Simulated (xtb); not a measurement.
OTa, doublet, from a rough starting geometry (GFN-xTB shapes and energies of metal compounds can be far from the true ones).

The xtb input:
```
$ xtb mol.xyz --gfn 2 --uhf 1 --opt vtight --json

# file mol.xyz
2

Ta    -0.00998386    -0.01257338    -0.88935118
O     -0.03842822     0.04453218     0.83993707
```

What does this run give for the dipole moment, total energy at the end of the optimisation?


```json
{
  "dipole_moment": "7.73 D",
  "total_energy_at_the_end_of_the_optimisation": "-5.9860 Eh"
}
```
